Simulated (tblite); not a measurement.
Species: C7H7Cl.
Atom-mapped SMILES: `[CH:1]#[C:2][C@@:3]1([CH3:4])[C:5](=[CH2:6])[C@H:7]1[Cl:8]` (hydrogens: H9 on C1; H10, H11, H12 on C4; H13, H14 on C6; H15 on C7)

Computed with GFN2-xTB (tblite), gas phase: Langevin dynamics at 300 K from the optimised GFN2-xTB geometry, time step 0.5 fs, friction 0.01 fs⁻¹, 2000 steps.

Start geometry:
```
atom  x, y, z in Å
C1     -0.617    1.368    2.285
C2     -0.430    0.640    1.352
C3     -0.190   -0.234    0.242
C4     -1.307   -1.224   -0.031
C5      0.616    0.300   -0.879
C6      0.722    1.133   -1.882
C7      1.251   -0.689   -0.011
Cl8     2.539   -0.175    1.081
H9     -0.786    2.001    3.103
H10    -1.455   -1.871    0.832
H11    -1.066   -1.835   -0.898
H12    -2.235   -0.690   -0.228
H13     1.634    1.216   -2.452
H14    -0.100    1.766   -2.178
H15     1.419   -1.700   -0.357
```

The statistics below take the 31 frames saved every 25 fs from 250 to 1000 fs; their kinetic temperature (all 3N coordinates) averages 283 K.

Q: Give the mean, spread and extremes of the bond lengths.

A: 
```
  bond  start (Å)  mean (Å)  standard deviation (Å)  shortest (Å)  longest (Å)
 C1≡C2      1.197     1.201                   0.010         1.180        1.222
 C2–C3      1.433     1.440                   0.019         1.411        1.493
 C3–C4      1.517     1.529                   0.031         1.471        1.593
 C3–C5      1.480     1.480                   0.029         1.424        1.584
 C5=C6      1.308     1.308                   0.018         1.279        1.355
 C5–C7      1.461     1.462                   0.032         1.394        1.534
C7–Cl8      1.765     1.775                   0.037         1.716        1.845
 C3–C7      1.532     1.526                   0.037         1.454        1.594
 C1–H9      1.049     1.052                   0.029         0.984        1.128
C4–H10      1.089     1.094                   0.028         1.034        1.142
C4–H11      1.088     1.095                   0.034         1.022        1.174
C4–H12      1.088     1.088                   0.025         1.044        1.135
C6–H13      1.078     1.081                   0.035         1.012        1.163
C6–H14      1.078     1.090                   0.034         1.014        1.178
C7–H15      1.082     1.087                   0.025         1.042        1.139
```

Q: How far does each atom move about its mean position (frames aligned on the start, all atoms weighted alike), and what rms force does it feel?

A: 
| atom | rms displacement (Å) | rms force (eV/Å) |
| --- | --- | --- |
| C1 | 0.16 | 1.80 |
| C2 | 0.13 | 1.46 |
| C3 | 0.09 | 1.96 |
| C4 | 0.09 | 2.08 |
| C5 | 0.11 | 2.07 |
| C6 | 0.12 | 2.06 |
| C7 | 0.10 | 1.76 |
| Cl8 | 0.23 | 0.76 |
| H9 | 0.25 | 1.14 |
| H10 | 0.49 | 1.01 |
| H11 | 0.51 | 1.19 |
| H12 | 0.53 | 0.90 |
| H13 | 0.20 | 1.24 |
| H14 | 0.22 | 1.14 |
| H15 | 0.17 | 0.90 |

The displacements run from 0.09 to 0.53 Å, the largest at H12.

Q: How widely does the potential energy scatter, against a harmonic estimate?

A: Mean 0.52 eV above the start, standard deviation 0.147 eV, range 0.25 to 0.87 eV. For 39 classical harmonic modes at 300 K the canonical values are 39kT/2 = 0.50 eV and kT·√(39/2) = 0.114 eV.

The run is classical and short, so these are rough statistics of one trajectory.

What follows is the cost of the whole dynamics run. The run took 13 s on an Arm Neoverse V1 with one thread, on a shared host, and the process peaked at 0.18 GiB of memory.
